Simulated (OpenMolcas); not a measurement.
## Ni3+, Pd3+, Pt3+: d7 down the group

```
Program             : OpenMolcas
Method              : CASSCF
Basis               : ANO-R2
Scalar Hamiltonian  : X2C, finite nucleus
Spin-orbit coupling : state interaction with AMFI integrals over the reference wave functions, term energies averaged over their components
```

Active space for each ion: 7 electrons in 5 orbitals (d).

Computed levels in cm-1 above 4F 9/2:

```json
{"Level": "4F 7/2", "Ni3+": "1150", "Pd3+": "2738", "Pt3+": "9445"}
{"Level": "4F 5/2", "Ni3+": "1992", "Pd3+": "4490", "Pt3+": "12032"}
{"Level": "4P 5/2", "Ni3+": "22215", "Pd3+": "16796", "Pt3+": "19928"}
{"Level": "2G 9/2", "Ni3+": "22316", "Pd3+": "17466", "Pt3+": "20495"}
{"Level": "4P 1/2", "Ni3+": "23132", "Pd3+": "18632", "Pt3+": "23955"}
{"Level": "2G 7/2", "Ni3+": "23421", "Pd3+": "20198", "Pt3+": "28043"}
{"Level": "2H 11/2", "Ni3+": "29623", "Pd3+": "23186", "Pt3+": "27300"}
{"Level": "2P 1/2", "Ni3+": "30597", "Pd3+": "25762", "Pt3+": "37176"}
{"Level": "2H 9/2", "Ni3+": "30608", "Pd3+": "25936", "Pt3+": "37461"}
{"Level": "weight of 4F in the lowest level (%)", "Ni3+": "100", "Pd3+": "98", "Pt3+": "87"}
```

Mixed levels, with the weight of the term that names them: Pt3+ 4F 5/2 (73 %), Pt3+ 2G 9/2 (62 %), Pt3+ 4P 1/2 (69 %), Pt3+ 2P 1/2 (69 %), Pt3+ 2H 9/2 (73 %).

Measured, with the error of the calculation in %. Measured levels: Ni3+ from Corliss and Sugar, J. Phys. Chem. Ref. Data 10, 197 (1981).

```json
{"Level": "4F 7/2", "Ni3+": "1190 (-3.3)"}
{"Level": "4F 5/2", "Ni3+": "2042 (-2.5)"}
{"Level": "4P 5/2", "Ni3+": "18119 (+22.6)"}
{"Level": "2G 9/2", "Ni3+": "19830 (+12.5)"}
{"Level": "4P 1/2", "Ni3+": "18958 (+22.0)"}
{"Level": "2G 7/2", "Ni3+": "20948 (+11.8)"}
{"Level": "2H 11/2", "Ni3+": "26649 (+11.2)"}
{"Level": "2P 1/2", "Ni3+": "24651 (+24.1)"}
{"Level": "2H 9/2", "Ni3+": "27678 (+10.6)"}
```

The fine-structure level 4F 5/2 changes by a factor of 6.04 from Ni3+ to Pt3+.

Without spin-orbit coupling 4P lies 21462, 15054, 13653 cm-1 above 4F in that order; the difference to the level 4P 5/2, of either sign, comes from spin-orbit coupling, which also lowers the zero.

Without dynamic correlation excited terms often stand tens of per cent too high (terms of higher spin than the ground term too low), and those without a measured partner can miss by more than the paired ones. Computed and measured levels are paired by configuration, term and J; levels that our copy of the source lacks, or whose pairing is in doubt (as where it misses far off the trend of its configuration), stay unpaired and out of the deviations. Levels of configurations outside the active space are missing.
